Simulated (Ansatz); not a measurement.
Question: Name a neutral molecule of C, N, Se, Si and H with size of the dipole moment (B3LYP/def2-TZVPP) between 2.25 and 2.55 D and HOMO energy (PBE/def2-TZVPP) between -6.05 and -5.75 eV (Ansatz, PBE0-D4/def2-TZVP geometry).

Answer: `N=C([SiH3])[SeH]` (2.38 D, -5.95 eV). Other molecules can fit too; these were computed, each in one conformer that needn't be the lowest.

B3LYP here is the variant with VWN-RPA as its local correlation; programs differ in this.
